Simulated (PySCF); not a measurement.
PySCF input:

```python
from pyscf import gto, scf, dft

mol = gto.M(
    atom='''
    Si   -0.02011609   -0.27959450   -0.28456747
    F    -0.50595615   -1.06363390    1.04650347
    N    -0.99525930    1.03488556   -0.76654242
    N     1.49898005    0.37910508    0.17371437
    H    -1.82600437    0.90765839   -1.31989371
    H    -0.99689172    1.90693749   -0.25623849
    H     2.10560996   -0.14580123    0.78561337
    H     2.02647145    0.92029915   -0.49427159
    ''',
    basis='def2-tzvpd',
    charge=0,
    spin=1,
    verbose=4,
)

mf = dft.UKS(mol, xc='m062x').density_fit(auxbasis='def2-universal-jkfit')
mf.grids.level = 4
mf.conv_tol = 1e-9
mf.max_cycle = 100
mf.max_memory = 1500
mf.kernel()
if not mf.converged:
    mf = mf.newton()
    mf.kernel(mf.make_rdm1())
for _ in range(2):
    mo, _, stable, _ = mf.stability(return_status=True)
    if stable:
        break
    mf.kernel(mf.make_rdm1(mo, mf.mo_occ))
mf.analyze()
```

Q: Predict the final energy.

A: -501.34107 Eh (M06-2X/def2-TZVPD).

It need not be the lowest isomer of its formula.
